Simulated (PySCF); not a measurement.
Species: CH₅F₃OSi₂.
Numbering: `[F:1][C:2]([F:3])([F:4])[SiH2:5][O:6][SiH3:7]` (hydrogens: H8, H9 on Si5; H10, H11, H12 on Si7)

Theory: PBE0-D3(BJ)/def2-SVP geometry optimisation, gas phase in PySCF.

Q: List the bond lengths, angles and torsions at this level.

A: 
```json
{"bond": "F1–C2, C2–F3, C2–F4", "length (Å)": "1.343"}
{"bond": "C2–Si5", "length (Å)": "1.930"}
{"bond": "Si5–O6", "length (Å)": "1.643"}
{"bond": "O6–Si7", "length (Å)": "1.667"}
{"bond": "Si5–H8, Si5–H9", "length (Å)": "1.486"}
{"bond": "Si7–H10, Si7–H11, Si7–H12", "length (Å)": "1.490"}
```

Bonds in one row agree within 0.01 Å and their mean is given. A selection of angles:
```json
{"angle": "F1–C2–F3", "degrees": "107.5"}
{"angle": "F1–C2–Si5", "degrees": "111.9"}
{"angle": "C2–Si5–O6", "degrees": "107.2"}
{"angle": "C2–Si5–H8", "degrees": "107.1"}
{"angle": "O6–Si5–H8", "degrees": "112.0"}
{"angle": "H8–Si5–H9", "degrees": "111.6"}
{"angle": "Si5–O6–Si7", "degrees": "146.3"}
{"angle": "O6–Si7–H10", "degrees": "109.8"}
{"angle": "O6–Si7–H11", "degrees": "107.6"}
{"angle": "H10–Si7–H11", "degrees": "110.0"}
```

Torsions: F1–C2–Si5–O6 63° (synclinal); C2–Si5–O6–Si7 34° (synclinal). The mirror-image conformer, all signs reversed, is as good.

Si5 (oxygen-bound silicon) is tetrahedral (angles from 107.1° to 112.0°). Of the pairs four or more bonds apart, F4···Si7 is among the closest relative to their van der Waals radii: 3.57 Å, 100 % of the sum of Bondi's values. The 2 O–Si bonds span 1.643 Å (Si5–O6, drawn single) to 1.667 Å (O6–Si7, drawn single), a spread of 0.024 Å. O6 (siloxane oxygen) is bent (angle 146.3°). Si7 (oxygen-bound silicon) is tetrahedral (angles from 107.6° to 110.0°).

Point group: C1 (no symmetry element, even within 0.4 Å). No PBE0-D3(BJ)/def2-SVP frequencies stand behind this structure, so it isn't proved a minimum. One conformer, not necessarily the lowest.
